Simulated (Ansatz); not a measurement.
Gas-phase electronic energies from Ansatz, PBE0-D4/def2-TZVP geometries. CBS: MP2 limit from def2 TZ/QZ plus the TZ coupled-cluster correction, frozen cores. Functionals use def2-TZVPP. For Ga outer-core shells are correlated without core-valence functions, which leaves a few kJ/mol of doubt a bond. Scalar relativity is left out up to krypton. Each species was taken in one conformer, which may not be the lowest.

`[CH3][GaH]/[N]=C\[SiH3]` → `C[Si@H]1N[C@@H]1[GaH2]`  (isomerisation)

Question: Is it downhill or uphill in electronic energy at CCSD(T)/CBS, and by how much? (An estimate is asked.)

Answer: The calculation gave: Uphill: ΔE = +0.26 eV.

Question: What do these levels give: r2SCAN-D4, ωB97M-V, B2PLYP, r2SCAN, PBE0, HF/def2-TZVPP, MP2/def2-TZVPP, SCS-MP2/def2-TZVPP, CCSD/def2-TZVPP, MP2/def2-QZVPP, SCS-MP2/def2-QZVPP, HF/CBS(def2)? (Best estimate.)

Answer: The calculation gave: r2SCAN-D4 0.19, ωB97M-V 0.17, B2PLYP 0.38, r2SCAN 0.19, PBE0 0.13, HF/def2-TZVPP 0.59, MP2/def2-TZVPP 0.19, SCS-MP2/def2-TZVPP 0.33, CCSD/def2-TZVPP 0.34, MP2/def2-QZVPP 0.14, SCS-MP2/def2-QZVPP 0.29, HF/CBS(def2) 0.58 eV.

Largest T1 diagnostic among the species: 0.015.

From PBE to PBE0 (25 % exact exchange), in def2-TZVPP and without D4, ΔE moves by −0.09 eV. The D4 term adds −0.03 eV with B3LYP and −0.01 eV with PBE0; it sums over pairs of atoms, weighted by their polarisabilities, and B3LYP, whose exchange is more repulsive, gets the larger term. In def2-TZVPP, CCSD(T) changes the Hartree–Fock value by −0.26 eV (the triples alone add −0.00 eV) and MP2 by −0.40 eV.

B3LYP here is the variant with VWN-RPA as its local correlation; programs differ in this.
